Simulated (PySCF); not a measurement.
Nickel: a sound run and one with changed settings

Sound run: Ni [Ar] 3d8 4s2, Ni⁺ [Ar] 3d9. Computed with PySCF 2.14 in def2-SVP (5s3p2d1f, 31 functions), with the non-relativistic Hamiltonian (point nucleus). The sound run starts from symmetry-adapted Hartree-Fock orbitals and uses a fine grid where one is needed.

Changed run: initial guess minao, at most 3 SCF cycles. This setting is unsound on purpose.

| species | method | sound run (hartree) | changed run (hartree) | converged |
| --- | --- | --- | --- | --- |
| Ni | UHF | -1506.64312 | -1506.55361 | no |
| Ni | PBE | -1507.77921 | -1507.53961 | no |
| Ni | MN15 | -1508.19307 | -1508.18548 | no |
| Ni⁺ | UHF | -1506.34536 | -1506.30351 | no |
| Ni⁺ | PBE | -1507.49784 | -1507.49240 | no |
| Ni⁺ | MN15 | -1507.95604 | -1507.92546 | no |

The SCF was stopped early; the energies are upper bounds that still move, and correlated levels were skipped or rest on poor orbitals.
